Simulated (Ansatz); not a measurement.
System: C$_{6}$H$_{11}$ (charge 0, doublet). It need not be the lowest isomer of its formula. SMILES: [CH2]/C=C\C(C)C
Geometry from a B3LYP-D3(BJ)/def2-TZVP (Ansatz, a first-principles code) optimisation:
```xyz
17

C      2.3697    -0.5247    -0.3950
C      1.6108    -0.3653     0.7461
C      0.2651    -0.0471     0.8193
C     -0.6601     0.1868    -0.3318
C     -1.3249     1.5659    -0.2193
C     -1.7206    -0.9232    -0.4028
H      1.9541    -0.4082    -1.3863
H      3.4188    -0.7749    -0.3293
H      2.1214    -0.5053     1.6947
H     -0.1828     0.0329     1.8056
H     -0.0887     0.1639    -1.2625
H     -2.0005     1.7399    -1.0596
H     -1.9096     1.6382     0.7014
H     -0.5797     2.3625    -0.2076
H     -2.3976    -0.7578    -1.2441
H     -1.2559    -1.9027    -0.5223
H     -2.3195    -0.9434     0.5111
```
Charge 0, spin multiplicity 2.

Property: atomisation energy (electronic, to ground-state atoms), in eV. Correlated levels leave the core frozen unless marked. UHF or UKS for open shells. Spin-orbit coupling is left out. No relativistic terms. The coupled-cluster limit lacks core correlation, which all-electron functionals hold. Basis-set limits of correlation are two-point, X^-3; Hartree-Fock from the larger set. [CCSD(T)-MP2]/basis is that difference in the basis named.

```csv
level,program,atomisation energy (eV)
HF/STO-3G,Ansatz,67.28
HF/6-31G*,Ansatz,54.63
B3LYP-D3(BJ)/def2-TZVPD,Ansatz + dftd3,71.89
PBE0/STO-3G,Ansatz,85.76
PBE0/def2-TZVP,Ansatz,72.05
r2SCANh-D4/def2-TZVPD,Ansatz + dftd4,71.73
HSE06-D3(BJ)/def2-TZVPD,Ansatz + dftd3,72.36
HSE06-D4/def2-TZVPD,Ansatz + dftd4,72.40
LC-wPBE-D4/def2-TZVPD,Ansatz + dftd4,72.00
wB97X-V/def2-TZVPD,Ansatz,71.62
RPA@PBE/cc-pVTZ,Ansatz,67.11
MP2/6-31G*,Ansatz,66.23
MP2/cc-pVTZ,Ansatz,70.50
"RI-MP2/CBS(cc-pVTZ,cc-pVQZ)",Ansatz,72.02
SCS-MP2/6-31G*,Ansatz,65.65
SCS-MP2/cc-pVTZ,Ansatz,70.20
CCSD/6-31G,Ansatz,62.63
CCSD/6-31G*,Ansatz,65.34
CCSD(T)/STO-3G,Ansatz,74.67
CCSD(T)/6-31G*,Ansatz,65.92
"RI-MP2/CBS(cc-pVTZ,cc-pVQZ)+[CCSD(T)-MP2]/cc-pVTZ",Ansatz,71.56
```

The UHF reference is spin-contaminated (<S^2> 0.20 over the pure value in the largest basis).
